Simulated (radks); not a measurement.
Results of a calculation; reference values are marked as such.
Neutral gold, [Xe] 4f14 5d10 6s1. Level of theory: non-relativistic Kohn-Sham, exchange-only PBE, spin-polarised, spherical densities, point nucleus (a radial shooting solver on a logarithmic mesh with Libxc functionals). Every spin shell is full or empty, so the densities are truly spherical. Functionals are evaluated on that one density, not self-consistently. Rank these exchange functionals by their error against the exact value of the orbitals, and give that value: LDA, revPBE, OPTX, WC, AM05, SOGGA, APBE, SCAN, r2SCAN, Tao-Mo.

Answer. Exact: -338.002 hartree. From best to worst, with 100 (|E| - |E exact|)/|E exact| (equal figures are ties): SCAN +0.09, r2SCAN -0.15, revPBE -0.22, APBE +0.29, WC -0.58, Tao-Mo -0.80, SOGGA -1.77, OPTX +1.92, AM05 -3.58, LDA -3.78.
